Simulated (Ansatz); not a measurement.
Cartesian coordinates in Å:
```
C 2.372 0.228 -0.746
O 1.002 0.047 -0.948
Al -0.455 -0.067 -0.154
C -2.317 -0.264 0.171
N -1.334 -0.062 1.320
H 2.701 1.158 -1.220
H 2.634 0.274 0.317
H 2.927 -0.599 -1.200
H -2.825 -1.231 0.162
H -3.037 0.546 0.030
H -1.667 -0.031 2.267
```

The species carries charge 0 and has multiplicity 1.

Problem. List the r2SCAN/def2-TZVPP orbital energies in eV (the Gaussian-basis code of Ansatz). (Best estimate.)

Solution. Ansatz gave: Occupied: -1516.68, -515.72, -384.14, -274.48, -272.90, -110.23, -70.54, -70.40, -70.33, -26.36, -21.66, -17.72, -15.64, -12.64, -12.01, -11.44, -11.40, -10.12, -8.25, -7.40, -7.35, -5.84, -5.20. Lowest empty: -1.17, 0.13, 0.82, 1.78, 2.27, 2.94, 3.35, 3.47.
